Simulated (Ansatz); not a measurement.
Ta5Si3⁺, relaxed as a singlet with RKS PBE-D4/def2-SVP in Ansatz, starting from the GFN1-xTB geometry. Force threshold 0.03 eV/Å.

In the def2 sets Ta takes a core potential; there is no spin–orbit coupling. This restricted singlet of an open-shell metal (gap down to 0.54 eV) wasn't tested against broken symmetry. The relaxation made no stability test and no search for a lower SCF solution. No other spin state of charge 1 was run. Another isomer (singlet) lies 1.27 eV lower at PBE0-D4/def2-TZVP; other spin states weren't run for this one.

Start:

```tsv
atom	x (Å)	y (Å)	z (Å)
Ta1	-0.5253	-2.6168	-0.3391
Ta2	-0.5529	-0.2267	1.2139
Ta3	0.3866	-2.2008	-2.8224
Ta4	-1.3469	-2.4714	2.2039
Ta5	0.4864	-0.1244	-1.2998
Si6	1.4149	1.6077	0.8781
Si7	0.7697	3.8484	0.5354
Si8	-0.6325	2.1839	-0.3700
```

```
         step  energy (eV)  largest force component (eV/Å)  SCF passes
            1  -31361.3405                           2.744          82
            2  -31362.2623                           0.996          51
 3 (rejected)  -31362.2514                           1.644          41
            4  -31362.4473                           0.198          44
            5  -31362.4773                           0.173          47
            6  -31362.4980                           0.185          49
            7  -31362.5260                           0.250          50
            8  -31362.6868                           0.300          52
            9  -31362.7990                           0.448          55
           10  -31362.9228                           0.440          53
           11  -31363.0494                           0.433          53
           13  -31363.5663                           0.433          47
           15  -31364.1597                           0.920          49
           17  -31365.3233                           0.878          69
           19  -31366.4429                           0.962          52
           21  -31366.9958                           0.974          60
           23  -31367.4681                           1.570          44
           25  -31367.8707                           0.378          39
           27  -31367.9257                           0.164          39
29 (rejected)  -31367.8633                           0.710          42
           31  -31367.9407                           0.036          35
           32  -31367.9409                           0.028          32
```

Force components are those of the run's own axes.

End:

Cartesian coordinates in Å:
```
Ta -1.149 -2.437 -0.458
Ta -1.495 -0.115 0.572
Ta 1.191 -1.519 -0.854
Ta 0.463 -1.814 1.568
Ta -0.760 0.124 -1.790
Si 1.033 0.582 0.480
Si 1.328 2.912 0.774
Si -0.611 2.268 -0.292
```

Bonds formed: Ta2–Ta3, Ta3–Ta4, Ta3–Si6, Ta4–Ta5, Ta4–Si6 (atoms count from 1).

No frequencies were taken in this run, so the end may be a saddle point.

It took 3.6 min on 4 threads of Arm Neoverse V2 on a shared host.
